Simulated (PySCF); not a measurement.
An unknown is described by computed data only.

Formula: C5H6FGeNO2.

* Triplet: lowest triplet excitation (Tamm–Dancoff): 3.50 eV [TDA PBE0/def2-SVPD]
* Dipole: 5.18 D [PBE0/def2-SVPD]
* NMR, other nuclei: isotropic shieldings of nuclei other than C and H, by class: -147 (1 N), -27 (1 O), 281 (1 O), 285 (1 F), 1404 (1 Ge) ppm [GIAO PBE0/pcSseg-1]
* Rotational structure: rotational constants A, B, C: 1.164, 0.569, 0.384 GHz [PBE0-D3(BJ)/def2-SVP]
* Polarisability: 102.9 au [PBE0/def2-SVPD]
* 13C NMR: chemical shifts (computed TMS as zero) by class: 165.3 (1 C), 153.4 (1 C), 148.4 (1 C), 141.6 (1 C), 109.5 (1 C) ppm [GIAO PBE0/pcSseg-1]
* 1H NMR: chemical shifts (computed TMS as zero) by class: 8.11 (1 H), 7.87 (1 H), 6.63 (1 H), 5.27 (3 H) ppm [GIAO PBE0/pcSseg-1]

Electronic properties: PySCF, gas phase, density fitting. Levels stand in brackets. Geometry: PBE0-D3(BJ)/def2-SVP, one conformer, isolated molecule. The calculation is non-relativistic and has no spin–orbit coupling, an omission that weighs most on germanium. NMR classes are plain means over equivalent atoms (diastereotopic ones count apart unless rotation or inversion swaps them), as if these changed places fast.

**Question.** What is the compound? Reason from the data.

**Answer.** Numbering: `[F:1]/[CH:2]=[CH:3]/[c:4]1[n:5][o:6][cH:7][c:8]1[O:9][GeH3:10]`. 5 carbons fall into 5 classes; from least to most shielded: vinylic C–F carbon [C2] (165.3 ppm), substituted aromatic carbon [C4] (153.4 ppm), aromatic carbon bearing oxygen [C8] (148.4 ppm), aromatic CH next to a ring oxygen [C7] (141.6 ppm), alkene CH carbon [C3] (109.5 ppm). Hydrogen classes from least to most shielded: 1 H on a vinylic C–F carbon, C2 (8.11 ppm), 1 H on an aromatic CH next to a ring oxygen, C7 (7.87 ppm), 1 H on an alkene CH carbon, C3 (6.63 ppm), 3 H on a germanium bonded to O and 3 H, Ge10 (5.27 ppm). The other shieldings belong to: -147 ppm, pyridine-type nitrogen [N5]; -27 ppm, ring oxygen [O6]; 281 ppm, oxygen bonded to C and Ge [O9]; 285 ppm, vinyl fluorine [F1]; 1404 ppm, germanium bonded to O and 3 H [Ge10]. By its constants the optimised geometry is an asymmetric top. Structure: `o1cc([O][GeH3])c(/C=C/F)n1`. The assignments are read from this structure; whether some other isomer fits the data as well wasn't checked. NMR values of atoms bound to Ge lack the spin–orbit term that these neighbours bring.

Conformer computed: `[F:1]/[CH:2]=[CH:3]/[c:4]1[n:5][o:6][cH:7][c:8]1[O:9][GeH3:10]`: C2–C3–C4–N5 180°, C7–C8–O9–Ge10 3°.
